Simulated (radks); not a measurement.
Task: All-electron atom: a nucleus of charge 31.8 with 32 electrons in [Ar] 3d10 4s2 4p2. Calculated with a radial shooting solver on a logarithmic mesh with Libxc functionals: Dirac Kohn-Sham, PBEsol, spin-unpolarised, spherical densities, point nucleus; open shells are shared between the two j in proportion to 2j + 1. Some entries of the table are withheld. Estimate them.

orbital      occ.  eigenvalue (eV)  <1/r> (bohr^-1)  r(max) (bohr)
1s1/2           2        -10798.99            32.15        0.03095
2s1/2           2        -1346.289            7.091            (1)
2p1/2           2              (2)            7.055         0.1402
2p3/2           4              (3)            6.865         0.1432
3s1/2           2        -162.3990            2.271         0.5471
3p1/2           2        -113.2515              (4)         0.5423
3p3/2           4        -109.1104              (5)         0.5507
3d3/2           4         -26.0384            1.762         0.5070
3d5/2           6         -25.4794            1.749         0.5099
4s1/2           2          -9.8101           0.6056          1.773
4p1/2    0.666667          -2.5134           0.4359          2.266
4p3/2     1.33333          -2.3503           0.4259          2.313

Result: 
(1) 2s1/2 r(max) (bohr): 0.1775
(2) 2p1/2 eigenvalue (eV): -1196.554
(3) 2p3/2 eigenvalue (eV): -1165.602
(4) 3p1/2 <1/r> (bohr^-1): 2.144
(5) 3p3/2 <1/r> (bohr^-1): 2.098
